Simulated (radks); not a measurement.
Values are calculated unless marked as measured or tabulated.
The indium ion In2+, configuration [Kr] 4d10 5s1 (the NIST ground configuration). Code: a radial shooting solver on a logarithmic mesh with Libxc functionals. Model: non-relativistic Kohn-Sham, exchange-only PBE, spin-polarised, spherical densities, point nucleus; open shells are filled with parallel spins first (spin-orbit coupling, left out, can overturn this in heavy ions); relativity is left out, which matters for an element this heavy.

Unscreened Slater integrals over Kohn-Sham orbitals (eV). They are taken over the spin-up orbitals.

\begin{tabular}{lr}
integral & value \\ \hline
F0(5s,5s) & 9.9900 \\
F0(5s,4d) & 12.235 \\
G2(5s,4d) & 1.6446 \\
F0(5s,4p) & 12.553 \\
G1(5s,4p) & 0.77512 \\
F0(5s,4s) & 12.626 \\
G0(5s,4s) & 0.53197 \\
F0(4d,4d) & 21.214 \\
F2(4d,4d) & 10.563 \\
F4(4d,4d) & 6.9167 \\
F0(4d,4p) & 23.338 \\
F2(4d,4p) & 11.643 \\
G1(4d,4p) & 14.772 \\
G3(4d,4p) & 9.0575 \\
F0(4d,4s) & 23.901 \\
G2(4d,4s) & 11.138 \\
F0(4p,4p) & 26.176 \\
F2(4p,4p) & 13.723 \\
F0(4p,4s) & 26.961 \\
G1(4p,4s) & 18.402 \\
F0(4s,4s) & 27.827 \\
\end{tabular}
